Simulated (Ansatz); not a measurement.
Calculated with Ansatz (gas phase, PBE0-D4/def2-TZVP geometries, no zero-point term in ΔE). CCSD(T)/CBS is the MP2 limit (def2-TZVPP, def2-QZVPP) plus CCSD(T) − MP2 in def2-TZVPP, frozen cores. This one scheme is used for every species. Functionals use def2-TZVPP. Triplets are unrestricted, without spin–orbit coupling. Each species was taken in one conformer, which may not be the lowest.

`CSCB(N)F` → `[CH2]` (triplet) + `CSB(N)F`  (formal loss of a carbene)

Problem. Is it downhill or uphill in electronic energy at CCSD(T)/CBS, and by how much? (Estimate.)

Solution. The calculation gave: Uphill: ΔE = +92.1 kcal/mol.

Problem. What do these levels give: PBE-D4, ωB97X-V, ωB97M-V, B2PLYP, r2SCAN, HF/def2-TZVPP? (Estimate.)

Solution. The calculation gave: PBE-D4 93.2, ωB97X-V 94.4, ωB97M-V 92.9, B2PLYP 89.2, r2SCAN 85.2, HF/def2-TZVPP 56.0 kcal/mol.

Largest T1 diagnostic among the species: 0.011.

The D4 term adds +2.5 kcal/mol with B3LYP and +1.4 kcal/mol with PBE0; it sums over pairs of atoms, weighted by their polarisabilities, and B3LYP, whose exchange is more repulsive, gets the larger term. From PBE to PBE0 (25 % exact exchange), in def2-TZVPP and without D4, ΔE moves by −1.9 kcal/mol. In def2-TZVPP, CCSD(T) changes the Hartree–Fock value by +33.0 kcal/mol (the triples alone add +2.7 kcal/mol) and MP2 by +35.8 kcal/mol.

B3LYP here is the variant with VWN-RPA as its local correlation; programs differ in this.
